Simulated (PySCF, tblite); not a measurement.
C5H12O2P2.
Structure used (GFN2-xTB), in Å, numbered top down from 1:
```
atom  x, y, z in Å
C1     3.8249   -0.1405    0.2541
O2     2.4535   -0.0699    0.6321
C3     1.5431   -0.3683   -0.2906
O4     1.7803   -0.6957   -1.4226
P5    -0.1258   -0.3344    0.5065
C6    -0.0402    1.3914    1.1686
C7    -1.0983   -0.0567   -1.0589
C8    -2.5566   -0.4751   -0.9103
P9    -3.3964    0.4065    0.5024
H10    4.3905   -0.3360    1.1621
H11    3.9702   -0.9403   -0.4738
H12    4.1370    0.8081   -0.1869
H13    0.3080    2.0893    0.4078
H14    0.6365    1.4075    2.0206
H15   -1.0379    1.6793    1.4992
H16   -0.6173   -0.6552   -1.8390
H17   -1.0299    0.9983   -1.3404
H18   -2.6295   -1.5534   -0.7511
H19   -3.1062   -0.2242   -1.8239
H20   -4.5606   -0.3588    0.4406
H21   -2.8542   -0.4001    1.5031
```

Jobs on this species (21 atoms, 88 electrons) with PySCF (density fitting) and tblite. Hardware of each: an Arm Neoverse V2 with one thread, on a shared host. The host was shared with other jobs, so the times are rough.

```
level and settings                                     work  basis functions  SCF cycles  wall time
          GFN2-xTB            Hessian by finite differences                –           –     0.86 s
          GFN2-xTB                        L-BFGS relaxation                –           –     0.66 s
     PBE0/pcSseg-1  shieldings, charges and field gradients              227           ?          ?
```

Q: Fill in the missing figures.

A: 
- PBE0/pcSseg-1; shieldings, charges and field gradients: 38 s, 14 SCF cycles

Q: What do all jobs in the table cost together?

A: About 40 s; the longest takes about 96 % of that, and about 58 times as long as the shortest.
